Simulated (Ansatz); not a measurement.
System: H2Ge, singlet: symmetric bend, bond length relaxed. Scanned: H-Ge-H angle. Other coordinates (Ge-H bond length) were minimised at B3LYP/def2-TZVP.

The free coordinates were minimised at B3LYP/def2-TZVP in PySCF; the energy column is Ansatz (a program for electronic structure) with full CI/def2-SVP, cores with 3d frozen, in kJ/mol.

```json
[
 {"a / °": "160.73", "Ge-H bond length / Å": "1.569", "E": "234.0"},
 {"a / °": "148.91", "Ge-H bond length / Å": "1.604", "E": "171.3"},
 {"a / °": "142.04", "Ge-H bond length / Å": "1.606", "E": "136.0"},
 {"a / °": "127.54", "Ge-H bond length / Å": "1.602", "E": "72.1"},
 {"a / °": "119.23", "Ge-H bond length / Å": "1.599", "E": "43.5"},
 {"a / °": "110.37", "Ge-H bond length / Å": "1.597", "E": "20.4"},
 {"a / °": "97.68", "Ge-H bond length / Å": "1.597", "E": "1.9"},
 {"a / °": "89.58", "Ge-H bond length / Å": "1.600", "E": "0.0"},
 {"a / °": "80.48", "Ge-H bond length / Å": "1.605", "E": "7.9"},
 {"a / °": "70.11", "Ge-H bond length / Å": "1.614", "E": "29.8"},
 {"a / °": "60", "Ge-H bond length / Å": "1.627", "E": "63.5"}
]
```

The scan ran from 180.0 to 60.0; beyond the range shown the relaxed coordinates jump or full CI changes its symmetry label.
